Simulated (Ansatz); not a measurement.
Geometry optimisation, UKS PBE0/def2-SVP in Ansatz.

Input:

```yaml
crystal:
  periodic: [false, false, false]
  atoms:
    - { symbol: "N", position_ang: [-0.3626, 0.305, -0.8902] }
    - { symbol: Ge, position_ang: [0.1204, -0.1646, 0.808] }
    - { symbol: Cl, position_ang: [1.2757, -1.9684, 0.6691] }
    - { symbol: H, position_ang: [-1.3568, 0.03867, 1.15075] }
    - { symbol: H, position_ang: [-1.0187, -0.4225, -1.2848] }
    - { symbol: H, position_ang: [0.9729, 0.985, 1.4423] }
magnetization:
  spin_polarized: true
  initial_magnetization: 1
basis:
  gaussian: { orbitals: def2-SVP }
hamiltonian:
  xc: pbe0
relax:
  f_tol: 0.02
  max_steps: 50
output:
  orbitals: {}
```

Run as:

```bash
$ ansatz run input.yaml --threads 2 --pin off --max-ram 3072MiB --backend cpu --events-out ev --progress --plain --runs-dir out
```

Question: Where does it end, and by what steps?

Answer: The run converged. After 7 steps the energy has fallen by 0.608 eV; H5 moved furthest, 0.66 Å.

```
step  energy less start (eV)  largest force component (eV/Å)  accepted
   0                  0.0000                           1.383       yes
   1                 -0.3936                           0.570       yes
   2                 -0.5304                           0.526       yes
   3                 -0.5742                           0.508       yes
   4                 -0.5949                           0.292       yes
   5                 -0.6054                           0.188       yes
   6                 -0.6078                           0.025       yes
   7                 -0.6079                           0.003       yes
```

```xyz
6
Properties=species:S:1:pos:R:3
N -0.661 0.380 -0.918
Ge -0.023 -0.072 0.757
Cl 0.987 -1.996 0.771
H -1.222 -0.171 1.710
H -0.448 -0.359 -1.604
H 0.998 0.991 1.179
```

Whether the end is a true minimum wasn't checked by a vibrational analysis.

The run took 13 s on 2 threads of Intel(R) Xeon(R) 6975P-C (Granite Rapids) (shared host), peak memory 0.23 GiB.
